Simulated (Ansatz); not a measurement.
The Se3–H4 bond of BeH2Se (SMILES [BeH][SeH]) is stretched (multiplicity 1, the rest rigid).
Geometry at rest (charge 0, multiplicity 1):
```xyz
4

Be    -0.6897    -0.7607    -1.4180
H     -1.2093    -1.3411    -2.4906
Se     0.0918     0.1603     0.2240
H      0.8465    -1.0648     0.5466
```

Frozen-core correlation. Filled d and f shells under p-block atoms count as core.

Run with Ansatz (Gaussian orbitals). 

Energies above the point at 1.475 Å (the B3LYP-D3(BJ) bond length), FIC-MRCISD+Q on CASSCF(4,3)/cc-pVTZ (kcal/mol): 6.78 at 1.327 Å; 4.22 at 1.622 Å; 82.12 at 4.719 Å.

Task: Take the last value as the depth D of a Morse curve D(1 − e^(−a(R − R₀)))², fit a and R₀ to the two near points, and test it at 1.991 and 2.581 Å.

Result: 
With D = 82.1, both near points (counted from the curve's value at 1.475 Å) are met by a = 1.73 Å⁻¹ and R₀ = 1.473 Å, so k = 2Da² = 492 kcal/(mol Å²). The curve then gives 28.7 and 59.7 kcal/mol; the level itself gives 30.2 and 65.0, so Morse is off by -1.4 and -5.3.

Doubts at one or more of the structures used: active orbitals that take no part (FIC-MRCISD+Q on CASSCF(4,3)/cc-pVTZ).

Ansatz is a first-principles code.
